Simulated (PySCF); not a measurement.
A PySCF script (with the pyscf-properties extension) for the NMR shieldings of SMILES [Si@@H]1(F)[SiH2][SiH2][Si@@H]1C1CCC1, C₄H₁₃FSi₄, on a GFN2-xTB geometry:

```python
import basis_set_exchange as bse
import numpy as np
from pyscf import gto, dft
from pyscf.prop import nmr

atoms = """
F     0.920364   -0.561649   -2.312122
Si    1.757912    0.456980   -1.348874
Si    3.134019   -0.746645    0.132660
Si    1.863438    0.053116    1.954532
Si    0.446299    1.230121    0.464575
C    -1.345283    0.579628    0.459548
C    -2.172468    0.797571   -0.824271
C    -2.492659   -0.702333   -0.866336
C    -1.508984   -0.943278    0.287027
H     2.290701    1.332577   -2.393630
H     4.551473   -0.356918    0.118396
H     3.191565   -2.204617   -0.043225
H     1.228165   -0.956784    2.813370
H     2.600003    0.885871    2.915890
H     0.311049    2.697030    0.592060
H    -1.891913    0.931100    1.337667
H    -3.031044    1.459675   -0.723368
H    -1.578414    1.129859   -1.674656
H    -2.244655   -1.203572   -1.799700
H    -3.525071   -0.931863   -0.607166
H    -1.915168   -1.473167    1.147790
H    -0.599739   -1.453318   -0.031801
"""
names = dict.fromkeys(["F", "Si", "C", "H"], "pcSseg-1")
basis = {el: gto.basis.parse(bse.get_basis(n, elements=[el], fmt="nwchem")) for el, n in names.items()}
mol = gto.M(atom=atoms, basis=basis, charge=0, verbose=0)
mf = dft.RKS(mol, xc="PBE0")
mf.grids.level = 2
mf.grids.alignment = dft.numint.BLKSIZE   # the property module wants whole blocks of grid points
mf.conv_tol = 1e-9
mf.kernel()

calc = nmr.RKS(mf)   # GIAO
C = mf.mo_coeff
Co = C[:, mf.mo_occ > 0]
resp = mf.gen_response(singlet=True, hermi=2)
def vind(x):   # induced exchange potential for any number of trial vectors
    d = np.einsum("pi,xij,qj->xpq", C, 2 * x.reshape(-1, C.shape[1], Co.shape[1]), Co, optimize=True)
    return np.einsum("xpq,pi,qj->xij", resp(d - d.transpose(0, 2, 1)), C, Co, optimize=True).ravel()
mo1, _ = nmr.rhf.solve_mo1(calc, with_cphf=vind)
sigma = calc.kernel(mo1)
for i, s in enumerate(sigma):   # ppm
    w = np.linalg.eigvalsh((s + s.T) / 2)
    print("%2d %-2s iso %8.1f  s11 %8.1f  s22 %8.1f  s33 %8.1f" % (i, mol.atom_pure_symbol(i), w.mean(), *w))
```

**Question.** What does it print?

**Answer.** 
```
 0 F  iso    425.7  s11    329.8  s22    464.0  s33    483.2
 1 Si iso    281.8  s11    168.1  s22    300.7  s33    376.6
 2 Si iso    440.0  s11    377.4  s22    434.2  s33    508.5
 3 Si iso    459.9  s11    424.4  s22    449.4  s33    506.0
 4 Si iso    378.2  s11    295.3  s22    392.0  s33    447.4
 5 C  iso    167.0  s11    153.6  s22    165.6  s33    181.8
 6 C  iso    158.7  s11    146.8  s22    147.4  s33    181.9
 7 C  iso    166.1  s11    153.0  s22    163.4  s33    181.8
 8 C  iso    159.6  s11    147.0  s22    150.3  s33    181.3
 9 H  iso     24.7  s11     21.9  s22     23.6  s33     28.8
10 H  iso     27.6  s11     23.9  s22     25.4  s33     33.5
11 H  iso     27.3  s11     24.3  s22     24.8  s33     32.8
12 H  iso     27.8  s11     24.2  s22     26.1  s33     33.1
13 H  iso     27.9  s11     24.4  s22     25.3  s33     33.9
14 H  iso     26.9  s11     23.9  s22     25.2  s33     31.6
15 H  iso     29.3  s11     26.1  s22     28.4  s33     33.3
16 H  iso     29.3  s11     25.9  s22     26.6  s33     35.4
17 H  iso     29.5  s11     26.3  s22     29.4  s33     32.8
18 H  iso     29.4  s11     25.3  s22     27.6  s33     35.1
19 H  iso     29.4  s11     26.0  s22     26.7  s33     35.5
20 H  iso     29.2  s11     25.4  s22     27.7  s33     34.4
21 H  iso     29.5  s11     26.2  s22     29.7  s33     32.6
```

These numbers come from an equivalent density-fitted implementation of the same equations, which agrees with the script to about 0.01 ppm for H and up to a few tenths of a ppm for heavy atoms, so last digits may differ.

Size and cost of the density-fitted run: 246 basis functions, 95 s wall time on 1 thread of an Arm Neoverse V2, shared host; peak memory 1.2 GiB.
